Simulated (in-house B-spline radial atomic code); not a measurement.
Neutral nickel: [Ne] 3s2 3p(2 up, 3 down) 3d(3 up, 5 down) 4s2 5p(0 up, 1 down) (an excited or competing configuration)

Level of theory: non-relativistic PW91, spin-polarised, spherical fractional occupations, point nucleus; calculated with a radial B-spline atomic code at the basis-set limit.

Screening seen three ways: the hydrogenic charge with the same mean radius, Z_r = [3n² - l(l+1)]/(2<r>), the one with the same energy, Z_e = n√(-2ε), and Slater's rules. Values are occupation-weighted means over spin.

```json
{"shell": "1s", "electrons": "2", "ε (eV)": "-8142.1", "<r> (bohr)": "0.05483", "Z_r": "27.36", "Z_e": "24.46", "Slater": "27.70"}
{"shell": "2s", "electrons": "2", "ε (eV)": "-978.33", "<r> (bohr)": "0.2482", "Z_r": "24.17", "Z_e": "16.96", "Slater": "23.85"}
{"shell": "2p", "electrons": "6", "ε (eV)": "-856.54", "<r> (bohr)": "0.2165", "Z_r": "23.10", "Z_e": "15.87", "Slater": "23.85"}
{"shell": "3s", "electrons": "2", "ε (eV)": "-121.67", "<r> (bohr)": "0.7445", "Z_r": "18.13", "Z_e": "8.97", "Slater": "17.10"}
{"shell": "3p", "electrons": "5", "ε (eV)": "-84.617", "<r> (bohr)": "0.7726", "Z_r": "16.18", "Z_e": "7.48", "Slater": "17.10"}
{"shell": "3d", "electrons": "8", "ε (eV)": "-22.245", "<r> (bohr)": "0.9118", "Z_r": "11.52", "Z_e": "3.84", "Slater": "8.55"}
{"shell": "4s", "electrons": "2", "ε (eV)": "-11.733", "<r> (bohr)": "2.435", "Z_r": "9.86", "Z_e": "3.71", "Slater": "4.90"}
{"shell": "5p", "electrons": "1", "ε (eV)": "-1.2451", "<r> (bohr)": "9.509", "Z_r": "3.84", "Z_e": "1.51", "Slater": "1.30"}
```

The least bound orbital is 5p down at -1.245 eV, and it is also the most diffuse (<r> = 9.509 bohr). The part-filled 3p shell lies below the filled 4s shell in orbital energy.
